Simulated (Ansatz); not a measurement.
Ansatz (a first-principles code) input (CCSD(T)/aug-cc-pV(D+d)Z):
A basis named .json is the Basis Set Exchange file of that set.

Ansatz 0.2 input:
```yaml
crystal:
  periodic: [false, false, false]
  atoms:
    - {symbol: Si, position_ang: [-0.01824759, -0.65801825, -0.13832480]}
    - {symbol: Cl, position_ang: [1.73500648, 0.30479456, 0.08769235]}
    - {symbol: Cl, position_ang: [-1.71425309, 0.41438693, 0.02137670]}
    - {symbol: H, position_ang: [-0.06689696, -1.33025857, 1.28112723]}
    - {symbol: H, position_ang: [-0.03044434, -1.68357129, -1.19875385]}
basis:
  gaussian:
    orbitals: aug-cc-pV_D+d_Z.json
total_charge: 1
magnetization: {spin_polarized: true, initial_magnetization: 1}
correlation: {method: ccsd_t, electrons: outside_noble_gas}
output: {forces: true}
```

End of the output:

```
reference -32893.32395182 eV, -1208.8073593337 hartree; 10, 9 occupied and 89, 90 virtual orbitals, 1114 factors
densities: 1.53 GiB planned
second order -10.61081608 eV of doubles, -0.00000000 eV of singles
coupled cluster: 0.97 GiB planned
cycle   1  -11.69404794 eV  change   -3.5e-1 eV  update   2.3e-2
cycle   2  -11.72042586 eV  change   -2.6e-2 eV  update   7.2e-3
cycle   3  -11.72427024 eV  change   -3.8e-3 eV  update   4.2e-3
cycle   4  -11.72855716 eV  change   -4.3e-3 eV  update   2.8e-3
cycle   5  -11.73103349 eV  change   -2.5e-3 eV  update   1.8e-3
cycle   6  -11.73203598 eV  change   -1.0e-3 eV  update   9.0e-4
cycle   7  -11.73218067 eV  change   -1.4e-4 eV  update   5.9e-4
cycle   8  -11.73211501 eV  change    6.6e-5 eV  update   3.9e-4
cycle   9  -11.73203051 eV  change    8.4e-5 eV  update   1.8e-4
cycle  10  -11.73202005 eV  change    1.0e-5 eV  update   6.2e-5
cycle  11  -11.73202141 eV  change   -1.4e-6 eV  update   2.3e-5
cycle  12  -11.73201302 eV  change    8.4e-6 eV  update   8.3e-6
cycle  13  -11.73201096 eV  change    2.1e-6 eV  update   3.7e-6
cycle  14  -11.73200996 eV  change    1.0e-6 eV  update   2.0e-6
cycle  15  -11.73200960 eV  change    3.6e-7 eV  update   1.1e-6
cycle  16  -11.73200956 eV  change    4.3e-8 eV  update   5.4e-7
cycle  17  -11.73200945 eV  change    1.1e-7 eV  update   2.5e-7
perturbative correction -0.45665762 eV, -0.0167818580 hartree
the calculation of the forces begins
Total energy: -32905.51261889 eV, -1209.2552845868 hartree
Atom 0 at    -0.018248    -0.658018    -0.138325 Å, force     0.021664     0.212465    -0.775702 eV/Å
Atom 1 at     1.735006     0.304795     0.087692 Å, force     0.203342     0.043751     0.137791 eV/Å
Atom 2 at    -1.714253     0.414387     0.021377 Å, force    -0.205296     0.056735     0.129934 eV/Å
Atom 3 at    -0.066897    -1.330259     1.281127 Å, force    -0.014876    -0.172149     0.489227 eV/Å
Atom 4 at    -0.030444    -1.683571    -1.198754 Å, force    -0.004834    -0.140802     0.018751 eV/Å
Dipole moment:    -0.015322    -0.467987     0.023538 e Å
```
